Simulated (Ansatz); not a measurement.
H$_{4}$O$_{4}$Si, charge +1, doublet, geometry from GFN2-xTB (a state made from the parent by changing its charge; the spin is typed, not shown lowest); HF/STO-3G (Ansatz, a program for electronic structure).

Ansatz was given this input:
Ansatz 0.2 input:
```yaml
crystal:
  periodic: [false, false, false]
  atoms:
    - {symbol: O, position_ang: [0.79612351, 1.18702054, -0.75176812]}
    - {symbol: Si, position_ang: [0.00000000, 0.00000000, -0.00000000]}
    - {symbol: O, position_ang: [-1.09252488, 0.61684979, 1.01679468]}
    - {symbol: O, position_ang: [-0.78224479, -0.91629017, -1.07540277]}
    - {symbol: O, position_ang: [1.07864617, -0.88758016, 0.81037621]}
    - {symbol: H, position_ang: [1.06717428, 2.05293366, -0.43562356]}
    - {symbol: H, position_ang: [-1.47782413, 0.24794093, 1.81596436]}
    - {symbol: H, position_ang: [-1.21378610, -0.67784802, -1.90010810]}
    - {symbol: H, position_ang: [1.62443595, -1.62302657, 0.51976730]}
basis:
  gaussian:
    orbitals: STO-3G
hamiltonian:
  xc: hf
total_charge: 1
magnetization: {spin_polarized: true, initial_magnetization: 1}
output: {forces: true}
```

Q: Predict the main parts of the log of this Ansatz run.

A: 
```
Functional definition: HF
437 factors; integrals over basis functions are off by at most 3.5e-5 eV
mean field evaluation 1: about -15861.8425 eV, gradient 2.1e1 eV
mean field evaluation 2: about -15861.9246 eV, gradient 2.1e1 eV
mean field evaluation 4: about -15865.0576 eV, gradient 2.2e0 eV
mean field evaluation 8: about -15865.0211 eV, gradient 1.4e0 eV
mean field evaluation 16: about -15866.4993 eV, gradient 1.2e0 eV
mean field evaluation 32: about -15866.2055 eV, gradient 1.1e0 eV
mean field evaluation 64: about -15864.1955 eV, gradient 1.1e1 eV
mean field evaluation 96: about -15864.5743 eV, gradient 8.4e-1 eV
mean field evaluation 128: about -15865.0766 eV, gradient 1.2e0 eV
mean field -15866.57067508 eV, -583.0857175611 hartree, gradient 3.4e-5 eV, S^2 0.755503; 4 other end points of the search recorded, 0 dependent functions left out
the calculation of the forces begins
reference -15866.57067508 eV, -583.0857175611 hartree; 25, 24 occupied and 8, 9 virtual orbitals, 437 factors
WARN: the results are in doubt because the forces break the atoms' symmetry
Total energy: -15866.57067508 eV, -583.0857175611 hartree
Atom 0 at     0.796124     1.187021    -0.751768 Å, force    -0.950894    -1.796105    -2.166004 eV/Å
Atom 1 at     0.000000     0.000000    -0.000000 Å, force     5.685994     5.313504     7.757351 eV/Å
Atom 2 at    -1.092525     0.616850     1.016795 Å, force    -0.212697     0.903871    -1.903991 eV/Å
Atom 3 at    -0.782245    -0.916290    -1.075403 Å, force    -1.841024    -4.046962    -2.028135 eV/Å
Atom 4 at     1.078646    -0.887580     0.810376 Å, force    -1.218083     0.293798     0.575020 eV/Å
Atom 5 at     1.067174     2.052934    -0.435624 Å, force    -0.440101     0.228321     1.029113 eV/Å
Atom 6 at    -1.477824     0.247941     1.815964 Å, force     0.238117    -1.105342     0.471890 eV/Å
Atom 7 at    -1.213786    -0.677848    -1.900108 Å, force    -1.476141     0.692738    -2.866671 eV/Å
Atom 8 at     1.624436    -1.623027     0.519767 Å, force     0.214830    -0.483824    -0.868573 eV/Å
Dipole moment:    -0.584797    -0.548426    -0.775460 e Å
In doubt: the forces break the atoms' symmetry
```
